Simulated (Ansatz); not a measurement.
Reactions of `C=CN(C)C`.

Calculated with Ansatz (gas phase, PBE0-D4/def2-TZVP geometries, no zero-point term in ΔE). CBS: MP2 limit from def2 TZ/QZ plus the TZ coupled-cluster correction, frozen cores. This one scheme is used for every species, atoms too. Double bonds are as drawn, so ΔE can hold a change between cis and trans. No spin–orbit coupling; open shells (•) take unrestricted orbitals. Spin–orbit coupling would lower the free atoms: a little for C. Elements past krypton have def2 core potentials. For In, Se, Sn outer-core shells are correlated without core-valence functions, so the limit isn't a true one: a few kJ/mol of doubt a bond, and 10 to 20 or more in all where bonds break to atoms. Scalar relativity is left out up to krypton. One conformer a species, not always the lowest.

```tsv
reaction	CCSD(T)/CBS(def2) (kcal/mol)
`C=CN(C)C` + `[SeH][SnH3]` → `C[Se][SnH3]` + `C=CNC`	?
`C=CN(C)C` + `C=C(N)O` → `C=COC(=C)N` + `CNC`	11.7
`C=CN(C)C` → `C=CNC` + `[CH2]` (triplet)	100.7
`C=CN(C)C` → `NC1CCC1`	-4.8
`C=CN(C)C` → 4 C• + 9 H• + N•	?
`C=CN(C)C` + `C/N=C/O` → `C/N=C(\C)O` + `C=CNC`	-7.4
`C=CN(C)C` + `[F][InH][Cl]` → `C=[CH][In]([F])[Cl]` + `CNC`	?
`C=CN(C)C` → `CC1CCN1`	0.7
`C=CN(C)C` → `C=C(C)CN`	-9.0
```

Q: Fill in the missing values. (Estimate.)

A: The calculation gave: `C=CN(C)C` + `[SeH][SnH3]` → `C[Se][SnH3]` + `C=CNC`: -1.4 kcal/mol; `C=CN(C)C` → 4 C• + 9 H• + N•: +1313.9 kcal/mol; `C=CN(C)C` + `[F][InH][Cl]` → `C=[CH][In]([F])[Cl]` + `CNC`: -3.2 kcal/mol.

Largest T1 diagnostic: 0.015, for `[F][InH][Cl]`.
